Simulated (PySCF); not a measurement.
All of these have the formula C6H16AlN. Computed with PySCF, TDDFT CAM-B3LYP/def2-SVPD, vertical, gas phase, core orbitals frozen in the response. Geometries: PBE0-D3(BJ)/def2-SVP; one conformer of each isolated species. Triplets are in the Tamm–Dancoff approximation.

A. `[CH3][Al@@H-]1[CH2]CC[N+]1(C)C`
B. `CC[N](CC)[Al]([CH3])[CH3]`
C. `CC([NH][Al]([CH3])[CH3])(C)C`

Lowest singlet levels (six at most, fewer where fewer were computed) with oscillator strengths:

1. 5.78 eV (f 0.046); 6.26 eV (f 0.129); 6.52 eV (f 0.005); 6.71 eV (f 0.103); 6.89 eV (f 0.001); 7.22 eV (f 0.004); T1 5.26 eV
2. 5.45 eV (f 0.021); 5.64 eV (f 0.126); 6.40 eV (f 0.000); 6.49 eV (f 0.019); 6.73 eV (f 0.132); 6.78 eV (f 0.000); T1 4.77 eV
3. 6.41 eV (f 0.019); 6.57 eV (f 0.038); 6.81 eV (f 0.043); 6.98 eV (f 0.018); 7.12 eV (f 0.026); 7.24 eV (f 0.018); T1 6.24 eV

Problem. Which spectrum belongs to which structure?

Solution. 1 = C, 2 = B, 3 = A.
- A: S1 at 6.41 eV, HOMO→LUMO (73%), HOMO→LUMO+2 (14%); Löwdin shares by element: HOMO carbon 57% or more, aluminium 18% (atoms not listed hold the other 24%); LUMO aluminium 26%, carbon 15% or more, hydrogen 6% or more (atoms not listed hold the other 53%); HOMO -7.98 and LUMO 0.90 eV.
- B: S1 at 5.45 eV, HOMO→LUMO (91%); Löwdin shares by element: HOMO nitrogen 55%, carbon 16% or more, aluminium 7% (atoms not listed hold the other 21%); LUMO aluminium 57%, carbon 10% or more (atoms not listed hold the other 33%); HOMO -7.49 and LUMO 0.49 eV; point group C2, 2 of its 6 listed states under f = 0.0005.
- C: S1 at 5.78 eV, HOMO→LUMO (87%); Löwdin shares by element: HOMO nitrogen 59%, carbon 16% or more, aluminium 9% (atoms not listed hold the other 17%); LUMO aluminium 57%, carbon 5% or more (atoms not listed hold the other 38%); HOMO -7.99 and LUMO 0.47 eV.

Without π bonds the low states are Rydberg-like; a valence basis with one diffuse set may place them up to an eV too high.
